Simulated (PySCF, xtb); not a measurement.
H3O3Si, multiplicity 2. Atoms are numbered in the order given.

```xyz
7

O     -1.5624    -0.1116    -0.2315
Si     0.0000     0.0000     0.3774
O      0.6845     1.4089    -0.2315
O      0.8779    -1.2972    -0.2315
H     -2.1587     0.5882     0.0909
H      1.5888     1.5754     0.0909
H      0.5700    -2.1636     0.0909
```
Charge 0, spin multiplicity 2.

Coordinates come from a PBE-D3(BJ)/def2-SVP optimisation. The isomer is the one that the SMILES or the coordinates give; other isomers of the formula were not compared. Other conformers were not sampled.

Calculation: PySCF with IEF-PCM-M06-2X/def2-SVP.

The values are the electrostatic part of the solvation free energy, E(continuum) − E(gas) at the gas-phase geometry, in a cavity of scaled van der Waals radii (PySCF's table); cavitation and dispersion terms are not included. The dipole moment in vacuum is 2.43 D.

Task: Estimate the values in water (ε = 78.36), toluene (ε = 2.37), ethylethanoate (ε = 5.99). (An estimate is asked for; the answer gives what the named calculation found.)

Result: 
| solvent | ε | ΔG(elec) (kcal/mol) | dipole (D) |
|---|---|---|---|
| water | 78.36 | -10.7 | 2.92 |
| toluene | 2.37 | -4.9 | 2.64 |
| ethylethanoate | 5.99 | -8.1 | 2.79 |

For comparison, GFN2-xTB/ALPB(water) (xtb, at the GFN2-xTB geometry, all terms of that model) gives -9.6 kcal/mol.
